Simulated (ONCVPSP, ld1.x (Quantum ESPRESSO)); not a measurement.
Hardness and transferability of assorted potentials

Generated with ld1.x 7.5 (TM, RRKJ, ultrasoft, PAW), atompaw 4.2 or ONCVPSP 4.0.1. The cutoff is in Ry: for ld1.x and atompaw files where the sum of valence levels is converged to 10 mRy in a Bessel basis, for ONCV files where the hardest occupied wave has 1 mHa per electron of residual kinetic energy. The error is the largest all-electron minus pseudo excitation energy over each file’s own four to seven test configurations (ionisations up to +4, promotions, holes and added fractions of an electron), all of which were solved. The labels leave out finer settings (local radius, basis sizes, second energies), which also bear on the numbers. Spin-polarised tests are not counted. The rows are a selection from randomly drawn settings: files with unsolved tests, undetermined cutoffs or missed reference levels are left out.

A true bound ghost makes a file unfit for plane-wave use even where its test errors are small: the radial tests pick states by their node count and pass the ghost by.

| element | potential | cutoff (Ry) | largest error (meV) | bound ghosts |
| --- | --- | --- | --- | --- |
| S | RRKJ, LDA (PZ), scalar-relativistic, rc 1.20/1.15/0.95 (spd), local d, core correction yes, reference 3s2 3p3.5 | 80 | +29 | s |
| Ga | RRKJ, PBE, scalar-relativistic, rc 1.55/2.20 (sp), local s, core correction yes, reference 4s1 4p0 | 15 | -150 | none |
| Xe | TM, LDA (PZ), scalar-relativistic, rc 1.40/1.70 (sp), local p, core correction yes, reference 5s2 5p6 | 70 | +65 | none |
| Pt | ONCV, revPBE, scalar-relativistic, rc 1.40/1.75/1.50 (spd), local smoothed, core correction yes, reference 5s2 5p6 5d8 6s2, qcut 9.9/8.8/6.1, projectors 3/2/2 | 67 | -20 | none |
| Bi | ultrasoft, LDA (PZ), scalar-relativistic, rc 1.95/2.35 (sp), local smoothed, core correction yes, reference 6s2 6p3 | 10 | -917 | s, d |

**Question.** Fill in the row for Cr: PAW, PW91, scalar-relativistic, rc 1.60/1.40/2.35 (spd), local smoothed, core correction yes, reference 3s2 3p6 3d5 4s1 4p0.

**Answer.** cutoff 40 Ry, largest error -30 meV, bound ghosts: none.

**Question.** Fill in the row for P: TM semilocal, PBEsol, scalar-relativistic, rc 1.10/1.75/1.90 (spd), local s, core correction yes, reference 3s1.75 3p3.25.

**Answer.** cutoff 70 Ry, largest error +220 meV, bound ghosts: none.
